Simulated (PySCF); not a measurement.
## Electron correlation in Zr²⁴⁺ (zirconium, charge +24)

Starting occupation: [Ne] 3s2 3p4, 3p1/2 with m_j = -1/2, +1/2, 3p3/2 with m_j = +1/2, +3/2. All numbers are calculated (PySCF 2.14, X2C-1e with screened-nucleus spin-orbit coupling, Gaussian nucleus, in an uncontracted even-tempered set (19 s from 3.2 bohr⁻², ratio 2.4; 13 p from 4.2 bohr⁻², ratio 2.4; 5 d from 17 bohr⁻², ratio 2.6; 4 f from 26 bohr⁻², ratio 2.6)). Frozen: 1s2; 14 electrons correlated; the 50 highest virtual spinors left out.

MP2 pair energies summed by pair of shells (mhartree):

| pair | energy | share (%) |
| --- | --- | --- |
| 2p3/2-2p3/2 | -85.86 | 15.7 |
| 2p1/2-2p3/2 | -85.22 | 15.6 |
| 3p3/2-3s1/2 | -44.59 | 8.1 |
| 3p1/2-3p3/2 | -42.20 | 7.7 |
| 2p3/2-2s1/2 | -37.85 | 6.9 |
| 3p1/2-3s1/2 | -31.20 | 5.7 |
| 2p3/2-3p1/2 | -29.28 | 5.4 |
| 2p3/2-3p3/2 | -26.78 | 4.9 |
| 2p3/2-3s1/2 | -20.59 | 3.8 |
| 2p1/2-2p1/2 | -20.23 | 3.7 |
| 3p1/2-3p1/2 | -19.34 | 3.5 |
| 2p1/2-2s1/2 | -18.24 | 3.3 |
| 2p1/2-3p3/2 | -12.61 | 2.3 |
| 2p1/2-3p1/2 | -11.51 | 2.1 |
| 3p3/2-3p3/2 | -11.33 | 2.1 |
| 2s1/2-2s1/2 | -10.48 | 1.9 |
| 3s1/2-3s1/2 | -9.33 | 1.7 |
| 2p1/2-3s1/2 | -8.83 | 1.6 |
| 2s1/2-3p1/2 | -7.74 | 1.4 |
| 2s1/2-3p3/2 | -7.51 | 1.4 |
| 2s1/2-3s1/2 | -6.42 | 1.2 |

Total MP2 correlation energy: -547.15 mhartree.

At this charge the one-electron X2C treatment keeps the bare 1/r₁₂, with no two-electron picture change or Breit term. The effect here is smaller than on the frozen 1s shell.
